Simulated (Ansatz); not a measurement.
Reaction (ligand exchange at the Si–C bond): `F[SiH](F)C#C[SiH3]` + `CO[SiH2]S` → `CO[SiH2]S[SiH](F)F` + `C#C[SiH3]`

Isolated molecules relaxed with PBE0-D4/def2-TZVP in Ansatz; ΔE leaves out vibrations. CCSD(T)/CBS is the MP2 limit (def2-TZVPP, def2-QZVPP) plus CCSD(T) − MP2 in def2-TZVPP, frozen cores. This one scheme is used for every species. Functionals use def2-TZVPP. One conformer a species, not always the lowest.

CCSD(T)/CBS gives -33.0 kJ/mol.

Another level gave -25.3 kJ/mol. Which?
A. ωB97M-V/def2-TZVPP
B. r2SCAN/def2-TZVPP
C. HF/def2-TZVPP
D. B2PLYP/def2-TZVPP

D. B2PLYP -25.3, r2SCAN -33.0, HF/def2-TZVPP -20.1, ωB97M-V -37.1 kJ/mol.

Largest T1 diagnostic among the species: 0.013.

The D4 term adds −11.9 kJ/mol with B3LYP and −6.5 kJ/mol with PBE0; it sums over pairs of atoms, weighted by their polarisabilities, and B3LYP, whose exchange is more repulsive, gets the larger term. In def2-TZVPP, CCSD(T) changes the Hartree–Fock value by −9.1 kJ/mol (the triples alone add −1.8 kJ/mol) and MP2 by −11.9 kJ/mol.

B3LYP here is the variant with VWN-RPA as its local correlation; programs differ in this.
